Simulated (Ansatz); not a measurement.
System: BNH2F, charge 0, doublet. BNH2F (SMILES N[B]F, doublet).
B3LYP-D3(BJ)/def2-TZVP minimum from Ansatz (a program for electronic structure):
```xyz
5

B      0.4912    -0.2001    -0.0706
F      0.0015    -0.4925     1.1291
N     -0.2125     0.5390    -1.0083
H     -1.1418     0.9009    -0.8365
H      0.1597     0.7590    -1.9148
```
Charge 0, spin multiplicity 2.

Atomisation energy term by term, kcal/mol (programs: Ansatz). Open shells are spin-unrestricted; no spin-orbit coupling. Cores are frozen in correlated methods. Rows without X2C or -DK are non-relativistic. CBS(X,Y): correlation extrapolated as X^-3, Hartree-Fock from the larger set (Q,5: extrapolated as (X+1)exp(-9√X)). A bracket is a step between two methods taken in the basis named. 'core' is core correlation in cc-pwCVTZ, 'X2C' scalar relativity in cc-pVTZ-DK, both at CCSD(T). For partners of very few electrons the exact lower level stands in for a higher one.

```csv
term,basis,kcal/mol
Hartree-Fock,"CBS(cc-pVQZ,cc-pV5Z)",324.89
CCSD correlation,"CBS(cc-pVQZ,cc-pV5Z)",112.39
(T),"CBS(cc-pVQZ,cc-pV5Z)",8.17
CCSDT(Q) - CCSD(T),cc-pVDZ,0.56
core correlation,cc-pwCVTZ,2.03
scalar relativity,"X2C, cc-pVTZ-DK",-0.55
sum: De,,447.5
```
